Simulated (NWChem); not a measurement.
System: CH5AlFN; SMILES [CH3][Al]([NH2])[F]

Input file for NWChem:

```
start job
memory heap 200 mb stack 900 mb global 1100 mb
geometry units angstroms noautosym nocenter noautoz
  Al     0.010253     0.029088     0.121260
  F      1.565598     0.518074     0.491018
  C     -0.405281    -1.862643     0.012347
  H     -1.461086    -2.050422    -0.237838
  H     -0.190660    -2.367261     0.968695
  H      0.215472    -2.357390    -0.752634
  N     -1.156316     1.326893    -0.146517
  H     -2.134161     1.196159    -0.378013
  H     -0.942718     2.316398    -0.090347
end
basis spherical
  * library def2-svpd
end
dft
  xc xpbe96 cpbe96
  iterations 150
end
property
  response 1 0.0
end
task dft property
```

Coordinates come from a PBE0/def2-SVP optimisation.

Static field.

What results follow from this input? (PBE/def2-SVPD.) Quantities: isotropic polarisability (bohr³); anisotropy (bohr³).


```yaml
isotropic polarisability (bohr³): 48.8
anisotropy (bohr³): 12.1
```
